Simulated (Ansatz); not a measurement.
Cost and result for the atomization energy of `F/C=[C](/F)[GaH2]` (8 atoms, 7 bonds).

Z-matrix (Å, degrees):
```
C
C 1 1.330
F 1 1.333 2 121.1
H 1 1.085 2 125.3 3 -180.0
Ga 2 1.965 1 126.9 3 0.0
F 2 1.357 1 115.1 3 180.0
H 5 1.559 2 119.1 1 -0.4
H 5 1.562 2 116.6 1 179.6
```

The species carries charge 0 and has multiplicity 1. Correlated methods include outer-core shells of Ga, which these sets cover unevenly. Scalar relativity is left out up to krypton. All single points use the PBE0-D4/def2-TZVP geometry. Program: Ansatz. All runs use 4 threads of a server CPU on a shared host. Times are those of one run each, without the atoms' runs, and a repeat can differ threefold. Electronic energies, without spin–orbit coupling; frozen cores. CCSD(T)/CBS adds CCSD(T) − MP2 in def2-TZVPP to the MP2 limit, and its time is that of the two runs behind it. T1 = 0.013; the RHF reference is unstable towards UHF. With those shells the extrapolation isn't a true limit.

CCSD(T)/CBS is a level of theory with its own doubt, some kJ/mol a heavy atom from the limit and from the frozen cores, so smaller differences don't rank the functionals.

```
                             level  functions  wall time  atomization (kcal/mol)  difference from CCSD(T)/CBS  per bond
            LDA (SPW92)/def2-TZVPP        214        2 s                   787.8                        125.6      17.9
              revPBE-D4/def2-TZVPP        214        3 s                   663.4                          1.2       0.2
                BLYP-D4/def2-TZVPP        214        3 s                   663.7                          1.5       0.2
                PBE0-D4/def2-TZVPP        214        4 s                   665.1                          2.9       0.4
               BHLYP-D4/def2-TZVPP        214      4.8 s                   630.1                        -32.1      -4.6
r2SCAN-D4/def2-TZVPP (with forces)        214      5.5 s                   667.9                          5.7       0.8
                 B2PLYP/def2-TZVPP        214        9 s                   654.3                         -7.9      -1.1
                ωB97X-V/def2-TZVPP        214       11 s                   665.4                          3.2       0.5
                  CCSD(T)/def2-SVP        103       11 s                   629.9                        -32.3      -4.6
  ωB97M-V/def2-TZVPP (with forces)        214       14 s                   663.4                          1.2       0.2
                    MP2/def2-QZVPP        407       36 s                   675.3                         13.1       1.9
                CCSD(T)/def2-TZVPP        214    2.4 min                   646.6                        -15.6      -2.2
                 CCSD(T)/CBS(def2)          –      3 min                   662.2                          0.0       0.0
```

In def2-TZVPP, CCSD(T) changes the Hartree–Fock value by +187.4 kcal/mol (the triples alone add +13.6 kcal/mol) and MP2 by +206.8 kcal/mol; breaking electron pairs costs correlation energy, which Hartree–Fock lacks. From PBE to PBE0 (25 % exact exchange), in def2-TZVPP and without D4, the atomization energy moves by −20.7 kcal/mol: exact exchange takes away binding that semilocal exchange gives to molecules. Leaving LDA and LC-ωPBE aside and taking each functional with its dispersion term where it has one, the values, not all of them listed here, spread over 56.3 kcal/mol, from BHLYP-D4 to PBE-D4. LDA lies +105.0 kcal/mol from PBE without D4, its usual overbinding.
